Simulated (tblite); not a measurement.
**Question.** What does the GFN2-xTB structure of `F[C@@H](OC=C=S)c1ccccc1` look like in three dimensions?

**Answer.** 
```
atom  x, y, z in Å
F1     1.5671    0.5241    1.4863
C2     1.1528    0.3107    0.1828
O3     1.7094   -0.8624   -0.2879
C4     3.0817   -0.8644   -0.4519
C5     3.9234    0.0757   -0.1242
S6     4.9824    1.1674    0.2225
C7    -0.3467    0.1878    0.1170
C8    -1.0198    0.6008   -1.0244
C9    -2.3932    0.4571   -1.1040
C10   -3.0967   -0.0924   -0.0448
C11   -2.4247   -0.5049    1.0929
C12   -1.0498   -0.3723    1.1739
H13    1.5236    1.1880   -0.3797
H14    3.4220   -1.7900   -0.8948
H15   -0.4679    1.0308   -1.8474
H16   -2.9156    0.7780   -1.9927
H17   -4.1695   -0.1987   -0.1068
H18   -2.9710   -0.9345    1.9194
H19   -0.5174   -0.6916    2.0564
```

Any rigid rotation of these coordinates is as good. Atoms count from 1 in this order. The 8 C–C bonds span 1.304 Å (C4=C5, drawn double) to 1.506 Å (C2–C7, drawn single), a spread of 0.202 Å. The 6-membered ring C7–C8–C9–C10–C11–C12 has internal angles of 119.8° to 120.1° (sum 720°, against 720° for a flat polygon); it is planar, 0.00 Å rms from its mean plane, widest ring torsion 1°. Of the pairs four or more bonds apart, F1···C5 is among the closest relative to their van der Waals radii: 2.89 Å, 91 % of the sum of Bondi's values.

Bonds between heavy atoms (Å): F1–C2 1.384, C2–O3 1.381, O3–C4 1.382, C4=C5 1.304, C5=S6 1.560, C2–C7 1.506, C7–C8 1.388, C8–C9 1.383, C9–C10 1.385, C10–C11 1.384, C11–C12 1.384, C7–C12 1.387.

The geometry is computed with GFN2-xTB (gas phase).

Point group: C1 (no symmetry element, even within 0.4 Å). Its lowest GFN2-xTB frequency is 7 cm⁻¹, too small to tell a flat minimum from a shallow saddle. The numbers are those of one conformer (F1–C2–O3–C4 -67°, C2–O3–C4–C5 5°, F1–C2–C7–C8 149°). 3 starts were optimised and ended at 0.00, 2.64 and 5.63 kcal/mol (GFN2-xTB); the lowest of these is shown.
